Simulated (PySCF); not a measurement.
A GIAO shielding run with PySCF 2.14 (density fitting, non-relativistic, gas phase) on SMILES C#C[SiH2]O[Si]1(Cl)CCCC1, C$_{6}$H$_{11}$ClOSi$_{2}$:

```
$ OMP_NUM_THREADS=1 python probes_run.py task.json out

{"job": {"kind": "nmr", "xc": "PBE0", "basis": "pcSseg-1"}, "charge": 0, "multiplicity": 1}
C      3.099338     2.096407    -0.638460
C      3.029589     0.957631    -0.258080
Si     2.891791    -0.797271     0.323474
O      1.308257    -1.146984     0.522481
Si    -0.208529    -0.831220     0.987361
Cl    -0.380579    -1.514992     2.879908
C     -1.467371    -1.526680    -0.256002
C     -2.416868    -0.348471    -0.498929
C     -1.596551     0.941185    -0.510825
C     -0.739576     0.979827     0.759609
H      3.163142     3.093600    -0.969977
H      3.314146    -1.731570    -0.716476
H      3.540769    -0.939911     1.625262
H     -0.974592    -1.801048    -1.188823
H     -2.019341    -2.400110     0.084988
H     -2.969328    -0.469949    -1.432225
H     -3.141758    -0.298553     0.316591
H     -0.940632     0.935238    -1.384016
H     -2.246570     1.815173    -0.581019
H     -1.343332     1.328554     1.597575
H      0.089076     1.676085     0.646518
```

Hardware: 1 thread of an Arm Neoverse N1, shared host. The job also computes population analyses, field gradients, ring-centre shieldings.

Question: How large is the calculation?

Answer: 100 electrons, 246 basis functions and 1344 auxiliary functions.

Question: How long does it take, and how much memory does it need?

Answer: 98 s of wall time, with 14 SCF cycles and 5 response iterations; peak memory 1.1 GiB. Times on a shared host scatter by some tens of per cent.
